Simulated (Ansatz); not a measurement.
Reactions of `O[SiH2][SiH2]Cl`.

Isolated molecules relaxed with PBE0-D4/def2-TZVP in Ansatz; ΔE leaves out vibrations. CCSD(T)/CBS is the MP2 limit (def2-TZVPP, def2-QZVPP) plus CCSD(T) − MP2 in def2-TZVPP, frozen cores. This one scheme is used for every species, atoms too. DFT in def2-TZVPP. Open shells (•) are unrestricted, without spin–orbit coupling. Spin–orbit coupling would lower the free atoms: a little for Cl, O, Si. For Ge outer-core shells are correlated without core-valence functions, so the limit isn't a true one: a few kJ/mol of doubt a bond, and 10 to 20 or more in all where bonds break to atoms. Scalar relativity is left out up to krypton. One conformer a species, not always the lowest.

```
                                                                            reaction  PBE-D4 (eV)  HF/CBS(def2) (eV)  CCSD(T)/CBS(def2) (eV)
                                   `O[SiH2][SiH2]Cl` + CH₄ → `C[SiH2][SiH2]Cl` + H₂O         0.81               1.06                    0.86
                   `O[SiH2][SiH2]Cl` + `CN[SiH3]` → `CN([SiH3])[SiH2]Cl` + `O[SiH3]`        -0.62              -0.91                   -0.86
                                   `O[SiH2][SiH2]Cl` + H₂O → `O[SiH2]O` + `[SiH3]Cl`        -0.99              -1.53                   -1.22
                                     `O[SiH2][SiH2]Cl` → `[OH]`• + `[SiH2][SiH2]Cl`•         5.21               3.90                    5.39
                                         `O[SiH2][SiH2]Cl` → Cl• + 5 H• + O• + 2 Si•        29.64              22.12                   29.88
                   `O[SiH2][SiH2]Cl` + `CO[SiH2]N` → `CO[SiH2]N[SiH2]O` + `[SiH3]Cl`        -0.63              -0.95                   -0.86
                                    `O[SiH2][SiH2]Cl` + H–F → `O[SiH2][SiH2]F` + HCl        -0.17              -0.46                   -0.24
                                   `O[SiH2][SiH2]Cl` + H₂S → `S[SiH2]Cl` + `O[SiH3]`        -0.57              -0.79                   -0.69
`O[SiH2][SiH2]Cl` + `B[CH2][GeH2][SiH3]` → `O[SiH2][SiH]([SiH3])Cl` + `B[CH2][GeH3]`         0.09               0.02                    0.12
                                 `O[SiH2][SiH2]Cl` + CH₃OH → `CO[SiH2][SiH2]O` + HCl         0.22               0.09                    0.14
```

Largest T1 diagnostic: 0.013, for `[SiH2][SiH2]Cl`•.
